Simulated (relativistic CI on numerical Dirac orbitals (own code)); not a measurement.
**Slater and spin-orbit integrals, Ce³²⁺**

These numbers are calculated, not measured: Dirac-Coulomb-Breit CI, orbitals from a KLI potential per configuration, a model potential for QED, unscaled Slater integrals (own radial code, finite nucleus).

Slater integrals F^k, G^k are unscaled and averaged over j, outside the closed core [Ne]; ζ comes from projecting the Hamiltonian with its Breit term on Σ l·s of the shell.

- 3s2 3p6 3d8: F^2(3d,3d) = 422270, F^4(3d,3d) = 271770, ζ(3d) = 64871 cm⁻¹; <r>(3d) = 0.24, <r^2>(3d) = 0.06717 (bohr units).
- 3s2 3p5 3d9: ζ(3p) = 506980, F^2(3p,3d) = 373090, G^1(3p,3d) = 408620, G^3(3p,3d) = 269260, ζ(3d) = 64152 cm⁻¹; <r>(3p) = 0.2657, <r^2>(3p) = 0.08166, <r>(3d) = 0.2404, <r^2>(3d) = 0.06742 (bohr units).
- 3s2 3p4 3d10: F^2(3p,3p) = 372140, ζ(3p) = 506610 cm⁻¹; <r>(3p) = 0.266, <r^2>(3p) = 0.08184 (bohr units).

Give the Racah parameters of the d shell in 3s2 3p6 3d8.

B = F²/49 − 5F⁴/441 = 5536 cm⁻¹ and C = 35F⁴/441 = 21569 cm⁻¹.

Averages of the first 10 configurations, taken without configuration mixing, which lowers the lowest level and can move excited configurations by several eV; other configurations of the list can lie among them:

| Configuration | Parity | States | Average energy above the lowest level (eV) |
| --- | --- | --- | --- |
| 3s2 3p6 3d8 | even | 45 | 21.2 |
| 3s2 3p5 3d9 | odd | 60 | 328.4 |
| 3s2 3p4 3d10 | even | 15 | 641.3 |
| 3s 3p6 3d9 | even | 20 | 551.0 |
| 3p6 3d10 | even | 1 | 1088.7 |
| 3s 3p5 3d10 | odd | 12 | 856.9 |
| 3s2 3p6 3d7 4s | even | 240 | 858.3 |
| 3s2 3p6 3d7 4p | odd | 720 | 939.7 |
| 3s2 3p6 3d7 4d | even | 1200 | 1049.9 |
| 3s2 3p4 3d9 4s | even | 300 | 1465.4 |
